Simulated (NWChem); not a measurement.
C₄H₇Cl; SMILES [C@H]1(C[C@H]1C)Cl

```xyz
12

C      0.6863     2.2575     0.0717
C      0.0986     0.9678    -0.4345
C     -1.2903     0.5280    -0.0494
C     -0.0964    -0.1917     0.4883
Cl     0.2615    -1.8254    -0.0644
H      1.7870     2.2229     0.0710
H      0.3574     2.4693     1.1010
H      0.3751     3.1071    -0.5562
H      0.3999     0.6847    -1.4488
H     -1.8644     1.1453     0.6487
H     -1.8897     0.0095    -0.8017
H      0.1607    -0.0675     1.5437
```
Atoms are numbered in this order, from 1.

All runs: NWChem. Pople sets run with spherical d functions. STO-3G and 3-21G are far too small for this property and stand as cheap habits. Structure relaxed at the PBE0/def2-SVP level. No frequency run checked for a minimum. B3LYP is NWChem's, with the RPA form of VWN correlation. GIAO values for the isolated, static molecule; σ is the absolute isotropic shielding, δ = σ(reference) − σ with the isolated reference molecule computed at the same levels (13C: tetramethylsilane, 1H: tetramethylsilane).

```csv
level,δ C1 (ppm),δ C2 (ppm),δ C4 (ppm),δ H9 (ppm),δ H10 (ppm),δ H11 (ppm),δ H12 (ppm)
KT2/pcSseg-1,?,?,?,?,?,?,?
Hartree-Fock/STO-3G,21.6,19.5,38.5,0.93,0.82,1.14,1.77
B3LYP/6-31G*,17.9,18.4,36.9,1.02,0.62,0.84,2.32
```

Q: What belongs in the gaps?

A: 
- KT2/pcSseg-1, δ C1 (ppm): 19.6
- KT2/pcSseg-1, δ C2 (ppm): 20.3
- KT2/pcSseg-1, δ C4 (ppm): 40.4
- KT2/pcSseg-1, δ H9 (ppm): 0.78
- KT2/pcSseg-1, δ H10 (ppm): 0.51
- KT2/pcSseg-1, δ H11 (ppm): 0.72
- KT2/pcSseg-1, δ H12 (ppm): 2.37
